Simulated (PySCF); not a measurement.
# InF at revPBE

Computed with revPBE; basis In def2-TZVPPD with ECP28, F def2-TZVPPD; scalar-relativistic core potentials; PySCF 2.14.

For InF, the state is ¹Σ⁺ (singlet), closed shell. The bond length is 2.038 Å and the harmonic wavenumber is 481 cm⁻¹. The force constant is 2.22 mdyn/Å and the rotational constant Be is 0.2490 cm⁻¹. The anharmonicity ωexe is 2.49 cm⁻¹, the vibration–rotation constant αe is 0.00187 cm⁻¹ and the well depth De to In + F is 536 kJ/mol. The dissociation energy D0 is 533 kJ/mol. The HOMO–LUMO gap is 4.25 eV and the bond order (Mayer) is 0.63. The dipole moment (positive dipole means In(−)F(+)) is -3.42 D.

Spin–orbit coupling is left out, which matters for elements this heavy, above all for dissociation energies.
